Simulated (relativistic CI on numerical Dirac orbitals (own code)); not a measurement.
Se: what numerical and physical settings do to a radial Dirac CI calculation

Reference input:

```
atom Se  Z=34  charge=0  electrons=34
nucleus A=80  rms_radius_fm=4.1400
hamiltonian dirac-coulomb  breit=on  qed=on  c_scale=1
orbitals kli  potential=per-configuration
slater_scale 1
correlation none
mixing on
grid step=0.0125 r_max=201.2
scf mixing=0.4 start=green max_iterations=150 tolerance=2e-08 node_fill=0.05
configurations
  [Ar] 3d10 4s2 4p4
  [Ar] 3d10 4s2 4p3 4d
  [Ar] 3d10 4s2 4p3 5s
end
```

Computed lowest total energy -2426.64563 Ha, first excitation 1968.3 cm⁻¹, 35 SCF steps. Runs with settings changed; * marks those that are bad on purpose (the QED terms keep the true α when c is scaled):

| Changed | Outcome | Lowest level | ΔE (Ha) | First excitation (cm⁻¹) | SCF steps | Message |
| --- | --- | --- | --- | --- | --- | --- |
| end of the grid at 140.84 bohr, nuclear radius 5.382 fm | converged | 4p⁴ ³P2 | 0.0114 | 1968.2 | 35 |  |
| Slater scale 0.6 | converged | 4p⁴ ³P2 | 0.00925 | 2047.2 | 35 |  |
| grid step 0.008 | converged | 4p⁴ ³P2 | -4.96e-05 | 1968.3 | 35 |  |
| SCF mixing 0.1 | converged | 4p⁴ ³P2 | -5.59e-10 | 1968.3 | 45 |  |
| speed of light × 0.2 * | not converged |  |  |  | 1 | SCF of 1s2 2s2 2p6 3s2 3p6 3d10 4s2 4p4 stopped: an orbital could not be found |
| Slater scale 0 * | converged | 4p⁴ ³P2 | 0.0205 | 2.2 | 35 |  |

With so few configurations and no correlation, terms lie too far apart (by 10 to 50 % near neutrality), their order can be wrong, and levels of other configurations are missing.
